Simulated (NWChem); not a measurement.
System: ZnH2SO; SMILES [OH][Zn][SH]

Excerpt of the output:

```
             Northwest Computational Chemistry Package (NWChem) 7.3.0
             --------------------------------------------------------

 C1  symmetry detected

                             Geometry "geometry" -> ""
                             -------------------------

 Output coordinates in angstroms (scale by  1.889725989 to convert to a.u.)

  No.       Tag          Charge          X              Y              Z
 ---- ---------------- ---------- -------------- -------------- --------------
    1 Zn                  30.0000    -0.01562640    -0.36705559     0.00674547
    2 O                    8.0000     0.00718717    -2.13670410    -0.08966444
    3 H                    1.0000    -0.09725814    -2.59390212     0.75053584
    4 S                   16.0000    -0.04936572     1.80048524    -0.01809252
    5 H                    1.0000     1.29840435     1.89143878     0.05389601

 Effective nuclear repulsion energy (a.u.)     232.5185225212

  pbe96 is a nonlocal functional; adding pw91lda local functional.

                                 NWChem DFT Module
                                 -----------------

 Summary of "ao basis" -> "ao basis" (spherical)
 ------------------------------------------------------------------------------
       Tag                 Description            Shells   Functions and Types
 ---------------- ------------------------------  ------  ---------------------
 Zn                          6-31g*                 12       34   5s4p2d1f
 O                           6-31g*                  6       14   3s2p1d
 H                           6-31g*                  2        2   2s
 S                           6-31g*                  8       18   4s3p1d

            General Information
            -------------------
          SCF calculation type: DFT
          Wavefunction type:  closed shell.
          No. of atoms     :     5
          No. of electrons :    56
           Alpha electrons :    28
            Beta electrons :    28
          Charge           :     0
          Spin multiplicity:     1
          Use of symmetry is: off; symmetry adaption is: off
          Maximum number of iterations: 150
          AO basis - number of functions:    70
                     number of shells:    30
          Convergence on energy requested:  1.00D-06
          Convergence on density requested:  1.00D-05
          Convergence on gradient requested:  5.00D-04

              XC Information
              --------------
          PerdewBurkeErnzerhof Exchange Functional  1.000
            Perdew 1991 LDA Correlation Functional  1.000 local
           PerdewBurkeErnz. Correlation Functional  1.000 non-local

             Grid Information
             ----------------
          Grid used for XC integration:  medium
          Radial quadrature: Mura-Knowles
          Angular quadrature: Lebedev.
          Tag              B.-S. Rad. Rad. Pts. Rad. Cut. Ang. Pts.
          ---              ---------- --------- --------- ---------
          Zn                  1.35      112           8.0       590
          O                   0.60       49          11.0       434
          H                   0.35       45          12.0       434
          S                   1.00       88          11.0       590
          Grid pruning is: on
          Number of quadrature shells:   339
          Spatial weights used:  Erf1

      Superposition of Atomic Density Guess
      -------------------------------------

 Sum of atomic energies:       -2250.68758597

      Non-variational initial energy
      ------------------------------

 Total energy =   -2251.180862
 1-e energy   =   -3601.903157
 2-e energy   =    1118.203773
 HOMO         =      -0.324919
 LUMO         =      -0.048159

     ---------------------------------------------
      Total Density - Mulliken Population Analysis
     ---------------------------------------------

    Atom       Charge   Shell Charges
 -----------   ------   -------------------------------------------------------
    1 Zn  30    28.90   2.00  2.00  6.00  2.00  6.00  0.49  0.24  0.19  0.03  6.81  3.13  0.01
    2 O    8     9.26   2.00  0.94  3.20  0.94  2.16  0.01
    3 H    1     0.45   0.36  0.09
    4 S   16    16.64   2.00  2.00  5.98  1.33  3.14  0.54  1.63  0.02
    5 H    1     0.74   0.39  0.35

   convergence    iter        energy       DeltaE   RMS-Dens  Diis-err
 ---------------- ----- ----------------- --------- --------- ---------
 d= 0,ls=0.0,diis     1  -2253.0545156360 -2.49D+03  3.69D-02  8.78D-01
 d= 0,ls=0.0,diis     2  -2251.7718278587  1.28D+00  2.87D-02  1.13D+01
 d= 0,ls=0.0,diis     3  -2253.1549934247 -1.38D+00  7.53D-03  1.11D-01
 d= 0,ls=0.0,diis     4  -2253.1626985133 -7.71D-03  3.55D-03  6.53D-02
 d= 0,ls=0.0,diis     5  -2253.1726056871 -9.91D-03  5.00D-04  1.44D-03
  Resetting Diis
 d= 0,ls=0.0,diis     6  -2253.1727832483 -1.78D-04  1.72D-04  2.32D-04
 d= 0,ls=0.0,diis     7  -2253.1728086092 -2.54D-05  1.01D-04  2.48D-05
 d= 0,ls=0.0,diis     8  -2253.1728038028  4.81D-06  6.47D-05  1.01D-04
 d= 0,ls=0.0,diis     9  -2253.1728103424 -6.54D-06  1.34D-05  1.47D-06
 d= 0,ls=0.0,diis    10  -2253.1728104448 -1.02D-07  5.29D-06  4.33D-07

         Total DFT energy =    -2253.172810444828
      One electron energy =    -3600.536765532307
           Coulomb energy =     1220.522389406040
    Exchange-Corr. energy =     -105.676956839758
 Nuclear repulsion energy =      232.518522521196

 Numeric. integr. density =       56.000005948175

                       DFT Final Molecular Orbital Analysis
                       ------------------------------------

 Vector   26  Occ=2.000000D+00  E=-2.648234D-01
              MO Center= -1.4D-02, -1.0D+00, -6.0D-02, r^2= 4.0D+00
   Bfn.  Coefficient  Atom+Function         Bfn.  Coefficient  Atom+Function
  ----- ------------  ---------------      ----- ------------  ---------------
    38      0.396139  2 O  py                58      0.334089  4 S  py
    39      0.310295  2 O  pz                42      0.271276  2 O  py
    43      0.217439  2 O  pz                12     -0.213598  1 Zn py
    40     -0.164651  2 O  s                 62      0.156486  4 S  py
    54     -0.129188  4 S  py                10     -0.091130  1 Zn s

 Vector   27  Occ=2.000000D+00  E=-2.376046D-01
              MO Center= -2.5D-03, -1.9D+00, -6.3D-02, r^2= 1.3D+00
   Bfn.  Coefficient  Atom+Function         Bfn.  Coefficient  Atom+Function
  ----- ------------  ---------------      ----- ------------  ---------------
    37      0.594525  2 O  px                41      0.445152  2 O  px
    18      0.190565  1 Zn d -2              11      0.123688  1 Zn px
    23      0.095395  1 Zn d -2              15      0.091631  1 Zn px
    39      0.075950  2 O  pz                43      0.057192  2 O  pz
    70     -0.053281  5 H  s                 57     -0.049260  4 S  px

 Vector   28  Occ=2.000000D+00  E=-2.230444D-01
              MO Center= -3.4D-02,  1.5D+00, -3.4D-02, r^2= 2.1D+00
   Bfn.  Coefficient  Atom+Function         Bfn.  Coefficient  Atom+Function
  ----- ------------  ---------------      ----- ------------  ---------------
    59      0.654450  4 S  pz                63      0.403207  4 S  pz
    55     -0.251780  4 S  pz                19     -0.143894  1 Zn d -1
    13      0.093506  1 Zn pz                39     -0.088083  2 O  pz
    24     -0.068697  1 Zn d -1              43     -0.060889  2 O  pz
    40      0.056340  2 O  s                 38     -0.055432  2 O  py

 Vector   29  Occ=0.000000D+00  E=-6.232518D-02
              MO Center=  7.2D-02, -2.9D-01,  2.6D-01, r^2= 5.0D+00
   Bfn.  Coefficient  Atom+Function         Bfn.  Coefficient  Atom+Function
  ----- ------------  ---------------      ----- ------------  ---------------
    14      0.947055  1 Zn s                 60     -0.404903  4 S  s
    62      0.404984  4 S  py                40     -0.348119  2 O  s
    58      0.327794  4 S  py                10     -0.297259  1 Zn s
    38     -0.208361  2 O  py                22     -0.199721  1 Zn d  2
    56     -0.187805  4 S  s                 50      0.166421  3 H  s

 Vector   30  Occ=0.000000D+00  E=-2.327331D-02
              MO Center= -1.1D-01, -1.7D-01,  7.6D-03, r^2= 5.0D+00
   Bfn.  Coefficient  Atom+Function         Bfn.  Coefficient  Atom+Function
  ----- ------------  ---------------      ----- ------------  ---------------
    15      0.593185  1 Zn px                70     -0.538727  5 H  s
    11      0.450427  1 Zn px                60      0.345747  4 S  s
    41     -0.213550  2 O  px                37     -0.211504  2 O  px
    61      0.200344  4 S  px                69     -0.150356  5 H  s
     7     -0.109528  1 Zn px                14     -0.103988  1 Zn s

 Vector   31  Occ=0.000000D+00  E=-1.598445D-02
              MO Center=  5.2D-03, -2.5D-01, -2.4D-01, r^2= 5.2D+00
   Bfn.  Coefficient  Atom+Function         Bfn.  Coefficient  Atom+Function
  ----- ------------  ---------------      ----- ------------  ---------------
    17      0.699118  1 Zn pz                13      0.450377  1 Zn pz
    60      0.260443  4 S  s                 63     -0.249587  4 S  pz
    59     -0.230553  4 S  pz                16     -0.224766  1 Zn py
    70     -0.165737  5 H  s                 14     -0.141298  1 Zn s
    39     -0.139946  2 O  pz                43     -0.120369  2 O  pz

     ---------------------------------------------
      Total Density - Mulliken Population Analysis
     ---------------------------------------------

    Atom       Charge   Shell Charges
 -----------   ------   -------------------------------------------------------
    1 Zn  30    29.46   2.00  2.00  6.00  2.00  6.00  0.79  0.61  0.11  0.11  6.75  3.08  0.01
    2 O    8     8.75   2.00  0.90  2.87  0.99  1.97  0.02
    3 H    1     0.59   0.48  0.11
    4 S   16    16.32   2.00  2.00  5.97  1.36  3.06  0.52  1.38  0.04
    5 H    1     0.88   0.49  0.39

     -------------------------------------------
      Total Density - Lowdin Population Analysis
     -------------------------------------------

    Atom       Charge   Shell Charges
 -----------   ------   -------------------------------------------------------
    1 Zn  30    29.66   2.00  2.00  5.99  1.98  5.97  0.60  0.68  0.25  0.32  6.60  3.25  0.02
    2 O    8     8.56   1.99  0.88  2.74  0.76  2.16  0.03
    3 H    1     0.68   0.45  0.23
    4 S   16    16.24   2.00  1.99  5.90  1.11  2.79  0.58  1.83  0.05
    5 H    1     0.86   0.47  0.39

     Multipole analysis of the density
     ---------------------------------

     L   x y z        total         alpha         beta         nuclear
     -   - - -        -----         -----         ----         -------
     0   0 0 0     -0.000000    -28.000000    -28.000000     56.000000

     1   1 0 0      0.300516      0.150258      0.150258      0.000000
     1   0 1 0     -0.301493     -0.150746     -0.150746      0.000000
     1   0 0 1      0.566943      0.283472      0.283472      0.000000

     2   2 0 0    -23.146724    -14.683836    -14.683836      6.220949
     2   1 1 0      2.187342     -1.290429     -1.290429      4.768201
     2   1 0 1     -0.032422     -0.021489     -0.021489      0.010555
     2   0 2 0    -28.967100   -197.928680   -197.928680    366.890261
     2   0 1 1     -3.034444      0.103450      0.103450     -3.241343
     2   0 0 2    -24.712931    -13.494080    -13.494080      2.275229
```

Level: PBE/6-31G* (spherical d). Coordinates come from a PBE0/def2-SVP optimisation.

**Question.** Reconstruct the input file.

**Answer.** Several could match; the one computed here: the input that was run:
```
start job
memory heap 200 mb stack 900 mb global 1100 mb
geometry units angstroms noautoz
  Zn     0.058414     0.383059    -0.008495
  O     -0.060435     2.132892     0.247299
  H      0.227993     2.675449    -0.493185
  S      0.130229    -1.775203    -0.200162
  H      1.349428    -1.855637     0.380375
end
basis spherical
  * library 6-31g*
end
dft
  xc xpbe96 cpbe96
  iterations 150
  mulliken
end
task dft energy
```
